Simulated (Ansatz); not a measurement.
Gas-phase electronic energies from Ansatz, PBE0-D4/def2-TZVP geometries. CCSD(T)/CBS is the MP2 limit (def2-TZVPP, def2-QZVPP) plus CCSD(T) − MP2 in def2-TZVPP, frozen cores. This one scheme is used for every species. DFT in def2-TZVPP. For As outer-core shells are correlated without core-valence functions, which leaves a few kJ/mol of doubt a bond. Scalar relativity is left out up to krypton. One conformer a species, not always the lowest.

`C[SiH2]BCl` + `O[AsH2]` → `C[SiH2][AsH]O` + `BCl`  (cleavage of the Si–B bond)

(1) Is it downhill or uphill in electronic energy at CCSD(T)/CBS, and by how much? (An estimate is asked.)

(2) What do these levels give: PBE-D4, r2SCAN, PBE0, MP2/def2-QZVPP, MP2/CBS(def2), CCSD/CBS(def2)? (Estimate.)

Largest T1 diagnostic among the species: 0.012.

Results:

(1) Computed: Downhill: ΔE = -10.9 kcal/mol.

(2) Ansatz gave: PBE-D4 -10.3, r2SCAN -10.4, PBE0 -10.1, MP2/def2-QZVPP -12.4, MP2/CBS(def2) -12.6, CCSD/CBS(def2) -10.8 kcal/mol.

The D4 term adds −0.8 kcal/mol with B3LYP and −0.4 kcal/mol with PBE0; it sums over pairs of atoms, weighted by their polarisabilities, and B3LYP, whose exchange is more repulsive, gets the larger term.

B3LYP here is the variant with VWN-RPA as its local correlation; programs differ in this.
